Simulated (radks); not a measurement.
Values are calculated unless marked as measured or tabulated.
The nuclear charge of the titanium ion Ti+ is varied continuously with 21 electrons held in [Ar] 3d2 4s1. Level of theory: Dirac Kohn-Sham, PBE, spin-unpolarised, spherical densities, finite nucleus; open shells are shared between the two j in proportion to 2j + 1; Fermi nuclear charge, rms radius 3.5921 fm (a radial shooting solver on a logarithmic mesh with Libxc functionals). By the Hellmann-Feynman theorem dE/dZ = E(electron-nucleus)/Z, the electronic potential at the nucleus (averaged over a nucleus of fixed radius).

Z     E (hartree)  E(electron-nucleus)/Z (hartree)   HOMO  e(HOMO) (eV)  <r> HOMO (bohr)
21     -763.99990                         -86.5662  3d5/2        -1.357            2.388
21.5   -807.96948                         -89.3058  3d5/2        -5.530            1.805
22     -853.30120                         -92.0181  4s1/2       -10.350            3.190
22.5   -899.98544                         -94.7175  4s1/2       -14.824            2.912
23     -948.01763                         -97.4106  4s1/2       -19.883            2.687

The central difference of E at Z = 22 is -92.016 hartree, to compare with the third column; the second derivative is -5.41 hartree.
